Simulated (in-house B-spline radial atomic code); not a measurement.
A run on C (an excited or competing configuration) that did not converge. Method: non-relativistic SCAN, spin-polarised, spherical fractional occupations, point nucleus; computed with a B-spline radial code for spherical atoms.

Command:
```bash
python run_scf.py task.json out
```
Settings:
```
Z                6
configuration    [He] 2s1 2p2 3s1
hamiltonian      nr
method           scan,scan
spin_polarised   True
```

First and last ten iterations of the last attempt (damped for 15 steps, keeping 80 % of the old Fock matrix, then DIIS):
```
 iter        energy (Eh)    residual
    1         -37.371083    1.02e-02
    2         -37.371758    4.19e-04
    3         -37.371759    3.42e-04
    4         -37.371760    2.79e-04
    5         -37.371761    2.30e-04
    6         -37.371761    1.90e-04
    7         -37.371761    1.56e-04
    8         -37.371761    1.29e-04
    9         -37.371761    1.07e-04
   10         -37.371762    8.79e-05
  111      993252.169253    7.54e+02
  112      938605.768175    7.20e+02
  113      524047.071691    3.84e+02
  114      100025.735986    4.77e+03
  115       10472.975932    8.07e+02
  116       10660.362411    8.19e+02
  117      479600.179326    1.66e+02
  118      504848.507766    9.60e+02
  119      641402.070123    3.65e+02
  120      605847.531974    2.30e+02
 not converged after 120 iterations
```

The smallest residual met was 4.4e-05; the threshold is about 1e-07. No energy from this run should be used. Cost of the run: 1.5 s on 1 thread of Arm Neoverse N1, on a shared host.
